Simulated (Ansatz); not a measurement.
`[CH3][Sn]([F])([F])[SH]` + H₂S → `[F][Sn]([F])([SH])[SH]` + CH₄ at 700 K and 1 bar (ligand exchange at the Sn–C bond).

Program: Ansatz. Geometries: PBE0-D4/def2-TZVP. ΔE: electronic, gas phase. CBS: MP2 limit from def2 TZ/QZ plus the TZ coupled-cluster correction, frozen cores. This one scheme is used for every species. Elements past krypton have def2 core potentials. For Sn outer-core shells are correlated without core-valence functions, which leaves a few kJ/mol of doubt a bond. Each species was taken in one conformer, which may not be the lowest.

| species | CCSD(T)/CBS energy (Eh) | H − E (kJ/mol) | S (J/(mol·K)) |
| --- | --- | --- | --- |
| `[CH3][Sn]([F])([F])[SH]` | -851.95646 | 211.7 | 524.6 |
| H₂S | -398.97279 | 64.8 | 236.9 |
| `[F][Sn]([F])([SH])[SH]` | -1210.49079 | 136.1 | 507.0 |
| CH₄ | -40.46206 | 145.9 | 224.0 |

H − E and S are ideal-gas, rigid-rotor, harmonic terms from PBE0-D4/def2-TZVP, for one conformer and one mirror image of each species. 1 Eh = 2625.50 kJ/mol, R = 8.31446 J/(mol·K).

Task: By hand: ΔE, ΔH, ΔS and ΔG.

Result: ΔE = (-1210.49079) + (-40.46206) − (-851.95646) − (-398.97279) = -0.02360 Eh = -62.0 kJ/mol. Δ(H − E) = 136.1 + 145.9 − 211.7 − 64.8 = 5.5, so ΔH = -56.5 kJ/mol. ΔS = 507.0 + 224.0 − 524.6 − 236.9 = -30.5 J/(mol·K). ΔG = -56.5 − 700 × (-30.5)/1000 = -35.1 kJ/mol.

Task: By hand: the equilibrium constant, and the temperature at which ΔG would vanish if ΔH and ΔS stayed fixed.

Result: log₁₀ K = −ΔG/(RT ln 10) = 2.6. ΔG = 0 at ΔH/ΔS = 1852 K.

TΔS isn't small against ΔH here. A doubt of 5 kJ/mol in ΔE shifts log₁₀ K by 0.4 here. Other conformers and mirror images would add mixing entropy, several J/(mol·K) or more a flexible species. Modes under 60 cm⁻¹, often nearly free rotors, make the harmonic entropy too high. These are equilibria of isolated gas molecules and say nothing of rates. Largest T1 diagnostic: 0.014 (customary marks: 0.02 for closed shells, 0.045 for open ones).
